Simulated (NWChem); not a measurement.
System: MnClF, sextet; SMILES [F][Mn][Cl]

Input file for NWChem:

```
start job
memory heap 200 mb stack 900 mb global 1100 mb
geometry units angstroms noautoz
  Mn    -0.045933     0.400552     0.000000
  F     -0.079738     2.170828     0.000000
  Cl    -0.004207    -1.774465     0.000000
end
basis spherical
  Mn library def2-tzvp
  F library def2-tzvp
  Cl library def2-tzvp
end
dft
  odft
  mult 6
  xc m06-2x
  iterations 150
  mulliken
end
task dft energy
```

Parts of the log:

```
             Northwest Computational Chemistry Package (NWChem) 7.3.0
             --------------------------------------------------------

 ORDER OF PRIMARY AXIS IS BEING SET TO 4
 C4V symmetry detected

                             Geometry "geometry" -> ""
                             -------------------------

 Output coordinates in angstroms (scale by  1.889725989 to convert to a.u.)

  No.       Tag          Charge          X              Y              Z
 ---- ---------------- ---------- -------------- -------------- --------------
    1 Mn                  25.0000     0.00000000     0.00000000     0.41268047
    2 F                    9.0000     0.00000000     0.00000000     2.18327920
    3 Cl                  17.0000     0.00000000     0.00000000    -1.76273674

 Effective nuclear repulsion energy (a.u.)     191.1461078827

      Symmetry information
      --------------------

 Group name             C4v
 Group number             18
 Group order               8
 No. of unique centers     3

                                 NWChem DFT Module
                                 -----------------

 Summary of "ao basis" -> "ao basis" (spherical)
 ------------------------------------------------------------------------------
       Tag                 Description            Shells   Functions and Types
 ---------------- ------------------------------  ------  ---------------------
 Mn                        def2-tzvp                15       45   6s4p4d1f
 F                         def2-tzvp                11       31   5s3p2d1f
 Cl                        def2-tzvp                13       37   5s5p2d1f

      Symmetry analysis of basis
      --------------------------

        a1         39
        a2          0
        b1         11
        b2         11
        e          52

            General Information
            -------------------
          SCF calculation type: DFT
          Wavefunction type:  spin polarized.
          No. of atoms     :     3
          No. of electrons :    51
           Alpha electrons :    28
            Beta electrons :    23
          Charge           :     0
          Spin multiplicity:     6
          Use of symmetry is: on ; symmetry adaption is: on
          Maximum number of iterations: 150
          AO basis - number of functions:   113
                     number of shells:    39
          Convergence on energy requested:  1.00D-06
          Convergence on density requested:  1.00D-05
          Convergence on gradient requested:  5.00D-04

              XC Information
              --------------
                       M06-2X Method XC Functional
                     Hartree-Fock (Exact) Exchange  0.540
                        M06-2X Exchange Functional  1.000
                      M06-2X Correlation Potential  1.000

             Grid Information
             ----------------
          Grid used for XC integration:  medium
          Radial quadrature: Mura-Knowles
          Angular quadrature: Lebedev.
          Tag              B.-S. Rad. Rad. Pts. Rad. Cut. Ang. Pts.
          ---              ---------- --------- --------- ---------
          Mn                  1.40      112           8.0       590
          F                   0.50       49          11.0       434
          Cl                  1.00       88          10.0       590
          Grid pruning is: on
          Number of quadrature shells:   249
          Spatial weights used:  Erf1

      Superposition of Atomic Density Guess
      -------------------------------------

 Sum of atomic energies:       -1708.52271115

      Non-variational initial energy
      ------------------------------

 Total energy =   -1707.707274
 1-e energy   =   -2739.975486
 2-e energy   =     841.122104
 HOMO         =      -0.181704
 LUMO         =      -0.166147

   Symmetry analysis of molecular orbitals - initial alpha
   -------------------------------------------------------

 !! scf_movecs_sym_adapt:   22 vectors were symmetry contaminated

  Symmetry fudging

 !! scf_movecs_sym_adapt:   16 vectors were symmetry contaminated

  Numbering of irreducible representations:

     1 a1          2 a2          3 b1          4 b2          5 e

  Orbital symmetries:

     1 a1          2 a1          3 a1          4 a1          5 a1
     6 e           7 e           8 a1          9 a1         10 e
    11 e          12 a1         13 a1         14 e          15 e
    16 a1         17 a1         18 a1         19 e          20 e
    21 a1         22 e          23 e          24 a1         25 b1
    26 b2         27 e          28 e          29 a1         30 e
    31 e          32 a1         33 b1         34 b2         35 e
    36 e          37 a1         38 a1

   Symmetry analysis of molecular orbitals - initial beta
   ------------------------------------------------------

 !! scf_movecs_sym_adapt:   22 vectors were symmetry contaminated

  Symmetry fudging

 !! scf_movecs_sym_adapt:   16 vectors were symmetry contaminated

  Numbering of irreducible representations:

     1 a1          2 a2          3 b1          4 b2          5 e

  Orbital symmetries:

     1 a1          2 a1          3 a1          4 a1          5 a1
     6 e           7 e           8 a1          9 a1         10 e
    11 e          12 a1         13 a1         14 e          15 e
    16 a1         17 a1         18 a1         19 e          20 e
    21 a1         22 e          23 e          24 a1         25 b1
    26 b2         27 e          28 e          29 a1         30 e
    31 e          32 a1         33 b1         34 b2         35 e
    36 e          37 a1         38 a1

     ---------------------------------------------
      Total Density - Mulliken Population Analysis
     ---------------------------------------------

    Atom       Charge   Shell Charges
 -----------   ------   -------------------------------------------------------
    1 Mn  25    23.66   2.00  2.00  1.19  0.79  0.45  0.27  5.99  4.78  1.24  0.09  2.03  1.68  1.00  0.13  0.00
    2 F    9     9.75   0.77  1.20  0.61  1.03  0.34  2.41  2.40  0.98  0.00  0.01  0.00
    3 Cl  17    17.60   2.01  0.45  1.52  1.11  0.86  4.19  1.69  1.12  3.02  1.61  0.00  0.02  0.00

     --------------------------------------------
      Spin Density - Mulliken Population Analysis
     --------------------------------------------

    Atom       Charge   Shell Charges
 -----------   ------   -------------------------------------------------------
    1 Mn  25     4.85   0.00  0.00  0.01 -0.01  0.21  0.25  0.00  0.00 -0.00  0.00  1.92  1.55  0.82  0.10  0.00
    2 F    9     0.05   0.00 -0.00  0.00  0.00 -0.00  0.03  0.02  0.00  0.00  0.00  0.00
    3 Cl  17     0.10   0.00  0.00 -0.00  0.00 -0.00  0.00 -0.00  0.02  0.04  0.02  0.00  0.01  0.00

   convergence    iter        energy       DeltaE   RMS-Dens  Diis-err
 ---------------- ----- ----------------- --------- --------- ---------
 d= 0,ls=0.0,diis     1  -1710.8688596917 -1.90D+03  8.12D-03  1.22D+00
                                                     1.15D-02  4.42D-01
 d= 0,ls=0.5,diis     2  -1708.9024640311  1.97D+00  2.93D-03  7.06D+00
                                                     4.08D-03  8.16D+00
 d= 0,ls=0.5,diis     3  -1710.6053895966 -1.70D+00  1.57D-03  1.08D+00
                                                     3.66D-03  1.50D+00
 d= 0,ls=0.5,diis     4  -1711.0245769095 -4.19D-01  5.86D-04  1.19D-01
                                                     2.05D-03  2.24D-01
 d= 0,ls=0.5,diis     5  -1711.1110029408 -8.64D-02  2.38D-04  1.10D-02
                                                     1.14D-03  4.25D-02
  Resetting Diis
 d= 0,ls=0.5,diis     6  -1711.1361214015 -2.51D-02  2.53D-04  7.55D-04
                                                     7.37D-04  1.19D-02
 d= 0,ls=0.5,diis     7  -1711.1453768973 -9.26D-03  1.15D-04  4.35D-04
                                                     3.84D-04  4.10D-03
 d= 0,ls=0.5,diis     8  -1711.1486287870 -3.25D-03  1.29D-04  1.17D-03
                                                     2.28D-04  1.54D-03
 d= 0,ls=0.5,diis     9  -1711.1501518231 -1.52D-03  1.74D-04  2.05D-04
                                                     2.27D-04  7.28D-04
 d= 0,ls=0.5,diis    10  -1711.1511376723 -9.86D-04  9.63D-05  4.52D-05
                                                     1.67D-04  4.33D-04
 d= 0,ls=0.5,diis    11  -1711.1516270695 -4.89D-04  5.18D-05  4.82D-05
                                                     1.09D-04  1.98D-04
 d= 0,ls=0.5,diis    12  -1711.1518381754 -2.11D-04  2.85D-05  2.37D-05
                                                     7.38D-05  8.14D-05
 d= 0,ls=0.5,diis    13  -1711.1519290437 -9.09D-05  1.65D-05  8.95D-06
                                                     5.05D-05  3.18D-05
 d= 0,ls=0.5,diis    14  -1711.1519679874 -3.89D-05  1.09D-05  3.13D-06
                                                     3.39D-05  1.23D-05
 d= 0,ls=0.5,diis    15  -1711.1519844546 -1.65D-05  5.09D-06  6.65D-07
                                                     2.16D-05  4.96D-06
 d= 0,ls=0.5,diis    16  -1711.1519910256 -6.57D-06  3.52D-06  3.06D-07
                                                     1.44D-05  2.07D-06
 d= 0,ls=0.5,diis    17  -1711.1519938773 -2.85D-06  1.96D-06  9.45D-08
                                                     9.14D-06  8.80D-07
 d= 0,ls=0.5,diis    18  -1711.1519950515 -1.17D-06  1.35D-06  3.74D-08
                                                     6.06D-06  3.73D-07
 d= 0,ls=0.5,diis    19  -1711.1519955546 -5.03D-07  6.36D-07  1.67D-08
                                                     3.87D-06  1.54D-07

         Total DFT energy =    -1711.151995761041
      One electron energy =    -2742.857771606663
           Coulomb energy =      931.497639106135
    Exchange-Corr. energy =      -90.937971143262
 Nuclear repulsion energy =      191.146107882749

 Numeric. integr. density =       51.000001557361

                  Occupations of the irreducible representations
                  ----------------------------------------------

                     irrep           alpha         beta
                     --------     --------     --------
                     a1               14.0         13.0
                     a2                0.0          0.0
                     b1                1.0          0.0
                     b2                1.0          0.0
                     e                12.0         10.0

                    DFT Final Alpha Molecular Orbital Analysis
                    ------------------------------------------

 Vector   26  Occ=1.000000D+00  E=-3.971108D-01  Symmetry=a1
              MO Center= -4.4D-15, -1.2D-15, -6.3D-01, r^2= 2.6D+00
   Bfn.  Coefficient  Atom+Function         Bfn.  Coefficient  Atom+Function
  ----- ------------  ---------------      ----- ------------  ---------------
     5      0.481676  1 Mn s                 93      0.362344  3 Cl pz
    21     -0.307805  1 Mn d  0              96      0.227077  3 Cl pz
    26     -0.201719  1 Mn d  0              90      0.173266  3 Cl pz
     3     -0.172061  1 Mn s                  4     -0.164284  1 Mn s
    84     -0.137752  3 Cl pz                31     -0.116016  1 Mn d  0

 Vector   27  Occ=1.000000D+00  E=-3.730009D-01  Symmetry=e
              MO Center=  3.9D-14,  5.4D-16, -1.4D+00, r^2= 1.9D+00
   Bfn.  Coefficient  Atom+Function         Bfn.  Coefficient  Atom+Function
  ----- ------------  ---------------      ----- ------------  ---------------
    91      0.496574  3 Cl px                94      0.355582  3 Cl px
    88      0.246232  3 Cl px                22     -0.204412  1 Mn d  1
    82     -0.190784  3 Cl px                27     -0.133363  1 Mn d  1
    85     -0.094587  3 Cl px                51     -0.090298  2 F  px
    54     -0.076378  2 F  px                16      0.059063  1 Mn px

 Vector   28  Occ=1.000000D+00  E=-3.730009D-01  Symmetry=e
              MO Center=  1.7D-17,  1.8D-15, -1.4D+00, r^2= 1.9D+00
   Bfn.  Coefficient  Atom+Function         Bfn.  Coefficient  Atom+Function
  ----- ------------  ---------------      ----- ------------  ---------------
    92      0.496574  3 Cl py                95      0.355582  3 Cl py
    89      0.246232  3 Cl py                20      0.204412  1 Mn d -1
    83     -0.190784  3 Cl py                25      0.133363  1 Mn d -1
    86     -0.094587  3 Cl py                52     -0.090298  2 F  py
    55     -0.076378  2 F  py                17      0.059063  1 Mn py

 Vector   29  Occ=0.000000D+00  E=-1.613939D-02  Symmetry=a1
              MO Center= -4.5D-14, -4.0D-14,  3.5D-01, r^2= 6.1D+00
   Bfn.  Coefficient  Atom+Function         Bfn.  Coefficient  Atom+Function
  ----- ------------  ---------------      ----- ------------  ---------------
     6      1.123280  1 Mn s                 81     -0.278348  3 Cl s
    21      0.237977  1 Mn d  0              96     -0.204904  3 Cl pz
    26      0.156540  1 Mn d  0              50     -0.157108  2 F  s
    93     -0.154433  3 Cl pz                80     -0.137839  3 Cl s
    53      0.110554  2 F  pz                 4     -0.107386  1 Mn s

 Vector   30  Occ=0.000000D+00  E= 5.045223D-02  Symmetry=e
              MO Center= -7.6D-15, -1.5D-15,  3.0D-01, r^2= 3.1D+00
   Bfn.  Coefficient  Atom+Function         Bfn.  Coefficient  Atom+Function
  ----- ------------  ---------------      ----- ------------  ---------------
    16      0.936881  1 Mn px                17      0.595991  1 Mn py
    10     -0.217502  1 Mn px                91     -0.141478  3 Cl px
    11     -0.138363  1 Mn py                57     -0.113209  2 F  px
    94     -0.112392  3 Cl px                13     -0.096238  1 Mn px
    92     -0.090000  3 Cl py                51     -0.089494  2 F  px

 Vector   31  Occ=0.000000D+00  E= 5.045223D-02  Symmetry=e
              MO Center= -2.3D-14,  4.5D-14,  3.0D-01, r^2= 3.1D+00
   Bfn.  Coefficient  Atom+Function         Bfn.  Coefficient  Atom+Function
  ----- ------------  ---------------      ----- ------------  ---------------
    17      0.936881  1 Mn py                16     -0.595991  1 Mn px
    11     -0.217502  1 Mn py                92     -0.141478  3 Cl py
    10      0.138363  1 Mn px                58     -0.113209  2 F  py
    95     -0.112392  3 Cl py                14     -0.096238  1 Mn py
    91      0.090000  3 Cl px                52     -0.089494  2 F  py

                     DFT Final Beta Molecular Orbital Analysis
                     -----------------------------------------

 Vector   21  Occ=1.000000D+00  E=-4.195649D-01  Symmetry=a1
              MO Center= -4.5D-16, -3.4D-15, -1.4D+00, r^2= 2.2D+00
   Bfn.  Coefficient  Atom+Function         Bfn.  Coefficient  Atom+Function
  ----- ------------  ---------------      ----- ------------  ---------------
    93      0.497051  3 Cl pz                96      0.304467  3 Cl pz
    90      0.231901  3 Cl pz                84     -0.187541  3 Cl pz
     5      0.171967  1 Mn s                 12      0.144224  1 Mn pz
    53      0.130339  2 F  pz                56      0.113177  2 F  pz
    80     -0.104335  3 Cl s                 59      0.100355  2 F  pz

 Vector   22  Occ=1.000000D+00  E=-3.845793D-01  Symmetry=e
              MO Center=  2.6D-14, -1.4D-13, -1.6D+00, r^2= 1.4D+00
   Bfn.  Coefficient  Atom+Function         Bfn.  Coefficient  Atom+Function
  ----- ------------  ---------------      ----- ------------  ---------------
    92      0.498533  3 Cl py                95      0.345584  3 Cl py
    89      0.244098  3 Cl py                83     -0.191411  3 Cl py
    17      0.098556  1 Mn py                86     -0.094498  3 Cl py
    91     -0.089110  3 Cl px                94     -0.061771  3 Cl px
    30     -0.055252  1 Mn d -1              11     -0.050306  1 Mn py

[...]
```

Level: M06-2X/def2-TZVP, spin-unrestricted. All runs use the structure optimised with PBE-D3(BJ)/def2-SVP, spin-unrestricted. The spin multiplicity was typed, not searched, and may not be the lowest. No stability test was run on the SCF state.
